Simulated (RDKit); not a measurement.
Relaxed torsion scan: C2H8OSi, SMILES CC[SiH2]O. Scanned: dihedral C1–C2–Si3–O4 and dihedral C2–Si3–O4–H12; all other coordinates were relaxed at GFN2-xTB. Points at φ and −φ are mirror images. Heavy atoms are numbered in the order of the SMILES CC[SiH2]O, hydrogens after them in the order of the atoms that carry them; the mirror image has the same energies with the sign of each dihedral reversed.

Calculation: UFF // GFN2-xTB run with RDKit.

Energy in kJ/mol above the lowest grid point; x is the dihedral C1–C2–Si3–O4 (°), y the dihedral C2–Si3–O4–H12 (°).

```
y \ x  -150  -120  -90  -60  -30     0   30   60   90   120  150  180
-----  ----  ----  ---  ---  ---  ----  ---  ---  ---  ----  ---  ---
180     4.3   8.7  4.6  0.7  5.5  10.0  5.5  0.7  4.6   8.7  4.3  0.1
150     3.9   8.6  4.8  0.7  5.5  10.1  5.6  0.6  4.3   8.7  4.4  0.0
120     4.9   9.8  6.0  1.6  6.3  11.5  6.7  1.6  5.4   9.8  5.3  0.8
90      6.8  11.7  7.9  3.2  7.4  13.4  8.7  3.3  7.6  11.8  7.2  2.7
60      7.1  11.7  7.7  3.1  7.0  13.2  8.9  3.7  8.0  12.2  7.4  3.1
30      5.7  10.0  5.4  1.4  6.2  11.6  7.5  1.6  6.3  10.6  5.8  1.4
0       4.6   9.3  4.4  0.1  6.7  11.2  6.7  0.1  4.4   9.3  4.6  0.4
-30     5.8  10.6  6.3  1.6  7.5  11.6  6.2  1.4  5.4  10.0  5.7  1.4
-60     7.4  12.2  8.0  3.7  8.9  13.2  7.0  3.1  7.7  11.7  7.1  3.1
-90     7.2  11.8  7.6  3.3  8.7  13.4  7.4  3.2  7.9  11.7  6.8  2.7
-120    5.3   9.8  5.4  1.6  6.7  11.5  6.3  1.6  6.0   9.8  4.9  0.8
-150    4.4   8.7  4.3  0.6  5.6  10.1  5.5  0.7  4.8   8.6  3.9  0.0
```

The six lowest points that lie below all their neighbours on the grid: x = 180, y = -150 (0.0 kJ/mol); x = 180, y = 150 (0.0 kJ/mol); x = -60, y = 0 (0.1 kJ/mol); x = 60, y = 0 (0.1 kJ/mol); x = 180, y = 0 (0.4 kJ/mol); x = -60, y = -150 (0.6 kJ/mol). The lowest path on the grid from the first to the second passes x = 180, y = 180 at 0.1 kJ/mol.
